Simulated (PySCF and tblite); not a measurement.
Results of a calculation; reference values are marked as such.
System: C₄H₃FN₂O₂, numbered as in [O:1]=[CH:2][O:3][c:4]1[n:5][cH:6][nH:7][c:8]1[F:9].

Motion: rotation about the C4–O3 bond (torsion N5–C4–O3–C2 from 129° to 231°, rising). GFN2-xTB gives an electronic barrier of 1.4 kcal/mol.

PBE0/pcSseg-1 + D3(BJ) on GFN2-xTB geometries gives 1.9 kcal/mol and k(298 K) = 9.6×10¹⁰ s⁻¹.

Problem. What does OPBE/pcSseg-1 + D3(BJ) give on GFN2-xTB geometries?

Solution. A barrier of 2.2 kcal/mol, 0.3 above the first DFT barrier (from unrounded values) and, with GFN2-xTB thermal terms, ΔG‡(298 K) = 2.8 kcal/mol and k = 5.6×10¹⁰ s⁻¹ (1 equivalent path).

Programs: tblite and PySCF.
